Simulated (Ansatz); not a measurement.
Wavefunction ladder for CH₇B₂FSi (`B[SiH](C)BF`)

Z-matrix (Å, degrees):
```
Si
C 1 1.880
B 1 2.041 2 112.7
B 1 2.001 2 115.7 3 -116.8
H 1 1.496 2 111.0 3 117.9
H 2 1.092 1 111.3 3 -60.3
H 2 1.092 1 110.2 3 59.5
H 2 1.092 1 111.1 3 179.1
F 3 1.324 1 120.0 2 -19.2
H 3 1.203 1 123.9 2 162.0
H 4 1.197 1 122.1 2 18.1
H 4 1.196 1 120.4 2 -166.0
```

The species carries charge 0 and has multiplicity 1. Geometry: relaxed with PBE0-D4/def2-TZVP. It is one conformer, not always the lowest. Frozen core, restricted reference, the Gaussian-basis code of Ansatz. CBS rows extrapolate triple and quadruple zeta; past MP2 they add the triple-zeta difference.

```tsv
basis	HF (Eh)	MP2 corr.	CCSD corr.	(T)	CCSD(T) total
def2-TZVPP	-479.78111	-0.74430	-0.80214	-0.02772	-480.61097
def2-QZVPP	-479.79868	-0.80125	–	–	–
CBS(def2)	-479.80110	-0.84344	-0.90129	as TZ	-480.73011
```
